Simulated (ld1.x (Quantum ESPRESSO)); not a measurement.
# Reading a pseudo-wave (Ni)

Columns: radius, all-electron u(r) and pseudo u(r) of the 4s shell (level -21.84 eV) of nickel in the configuration [Ar] 3d8 4s0 4p0; LDA (PZ), scalar-relativistic, ultrasoft scheme, ld1.x (Quantum ESPRESSO) 7.5.

| r (bohr) | all-electron | pseudo |
| --- | --- | --- |
| 0.113 | -0.1475 | -0.0460 |
| 0.225 | -0.1505 | -0.0922 |
| 0.338 | 0.1075 | -0.1397 |
| 0.450 | 0.2973 | -0.1882 |
| 0.563 | 0.3482 | -0.2385 |
| 0.675 | 0.2891 | -0.2899 |
| 0.788 | 0.1663 | -0.3428 |
| 0.900 | 0.0183 | -0.3960 |
| 1.013 | -0.1337 | -0.4494 |
| 1.125 | -0.2739 | -0.5013 |
| 1.238 | -0.3980 | -0.5515 |
| 1.350 | -0.5009 | -0.5978 |
| 1.463 | -0.5841 | -0.6398 |
| 1.575 | -0.6470 | -0.6755 |
| 1.688 | -0.6924 | -0.7045 |
| 1.800 | -0.7215 | -0.7253 |
| 1.913 | -0.7369 | -0.7375 |
| 2.025 | -0.7406 | -0.7406 |
| 2.138 | -0.7343 | -0.7343 |
| 2.250 | -0.7201 | -0.7201 |
| 2.363 | -0.6994 | -0.6994 |
| 2.475 | -0.6741 | -0.6741 |
| 2.588 | -0.6448 | -0.6448 |
| 2.700 | -0.6132 | -0.6132 |
| 2.813 | -0.5797 | -0.5797 |
| 2.925 | -0.5457 | -0.5457 |

Q: How many radial nodes do the two functions have?

A: The all-electron 4s function has n − l − 1 = 3 (the table is too coarse to show those close to the nucleus); the pseudo-wave has 0, since the states of the same l below it are removed with the core.

Q: At about which radius was the pseudo-wave matched?

A: 2.05 bohr, where the columns begin to agree (steps of 0.11 bohr).

Q: Is the pseudo-wave norm-conserving?

A: No, it belongs to an ultrasoft set: the norm inside the radius is not constrained, and the difference is carried by the augmentation charge.
